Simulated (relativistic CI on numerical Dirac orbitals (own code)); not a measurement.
Ce2+: M4,5 absorption edge

Computed with this model: Dirac-Coulomb-Breit CI, orbitals from a KLI potential per configuration, QED by a radiative potential, valence Slater integrals scaled by 0.9, multiplet model of core-to-valence dipole absorption; configurations [Xe] 4f2 → [Ar] 3d9 4s2 4p6 4d10 4f3 5s2 5p6; 80 K; Lorentzian 0.9 eV and Gaussian 0.4 eV FWHM. Energies are those of the free ion, without screening or charge transfer. The branching ratio is the share of the lower-energy edge in the whole absorption, uncertain by about 0.02 where the edges overlap. S is read from ⟨S²⟩ = S(S + 1).

free ion: ground-state S = 0.98, centroid 889.46 eV, branching ratio 0.535. Peaks (eV, height): 881.3 (100), 896.1 (26), 898.6 (59), 899.7 (59).

The statistical ratio of this edge is 3/5 = 0.600. Values above it arise where the holes sit mainly in the j = l + 1/2 valence subshell or the ground state has high spin; values below it where core-valence Coulomb terms move weight to the upper edge, as in nearly empty shells.

Strongest unbroadened transitions for free ion:

```csv
Energy (eV),Relative strength
880.95,54.7
881.20,35.7
881.32,60.6
881.63,26.6
881.73,27.0
881.79,18.2
882.32,32.8
882.47,21.4
882.83,37.9
895.99,21.9
896.11,17.7
898.23,19.9
898.60,100.0
899.64,38.1
899.66,20.6
899.80,23.0
900.42,19.8
900.60,44.9
```
